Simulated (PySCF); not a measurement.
H3IMgOSi. Atoms are numbered in the order given.

```xyz
7

Mg     0.0000     0.0000    -0.6766
I      0.0000     0.0000     1.8745
O      0.0000     0.0000    -2.4670
Si     0.0000     0.0000    -4.1106
H     -1.2092     0.6982    -4.6490
H      0.0000    -1.3963    -4.6490
H      1.2092     0.6982    -4.6490
```
Charge 0, spin multiplicity 1.

Geometry optimised at B3LYP-D3(BJ)/def2-SVP. The structure was generated by enumeration; whether it is a known compound was not checked. The def2 effective core potentials stand for the cores of I; spin–orbit coupling is left out. One conformer was computed; it need not be the lowest.

These are TDDFT-PBE/def2-SVPD (PySCF) values and carry that method's errors.

Vertical excitations; the highest root listed may be one member of a degenerate set. Gas-phase values at a fixed geometry. State labels are in the subgroup Cs.

| state | symmetry | energy (eV) | λ (nm) | f | main pairs |
|---|---|---|---|---|---|
| S1 | A" | 4.22 | 294 | 0.011 | HOMO−1→LUMO (degenerate set) |
| S2 | A' | 4.22 | 294 | 0.011 | HOMO→LUMO (degenerate set) |
| S3 | A' | 4.40 | 282 | 0.028 | HOMO−3→LUMO (degenerate set) |
| S4 | A" | 4.40 | 282 | 0.028 | HOMO−2→LUMO (degenerate set) |
| S5 | A" | 5.68 | 218 | 0.000 | HOMO−1→LUMO+1 50 %, HOMO→LUMO+2 50 % |
| S6 | A' | 5.69 | 218 | 0.000 | HOMO→LUMO+1, HOMO−1→LUMO+2 (degenerate set) |
| S7 | A" | 5.69 | 218 | 0.000 | HOMO→LUMO+2, HOMO−1→LUMO+1 (degenerate set) |
| S8 | A' | 5.69 | 218 | 0.019 | HOMO−4→LUMO, HOMO−1→LUMO+2, HOMO→LUMO+1 (degenerate set) |
| S9 | A' | 5.84 | 212 | 0.001 | HOMO−3→LUMO+1, HOMO−2→LUMO+2 (degenerate set) |
| S10 | A" | 5.84 | 212 | 0.001 | HOMO−2→LUMO+1, HOMO−3→LUMO+2 (degenerate set) |
| T1 | A" | 4.03 | 307 | 0 | HOMO−1→LUMO (degenerate set) |
| T2 | A' | 4.03 | 307 | 0 | HOMO→LUMO (degenerate set) |
| T3 | A' | 4.23 | 293 | 0 | HOMO−3→LUMO (degenerate set) |
| T4 | A" | 4.23 | 293 | 0 | HOMO−2→LUMO (degenerate set) |
Triplets are in the Tamm–Dancoff approximation, which puts them higher than full response would, so one can lie above its singlet here.
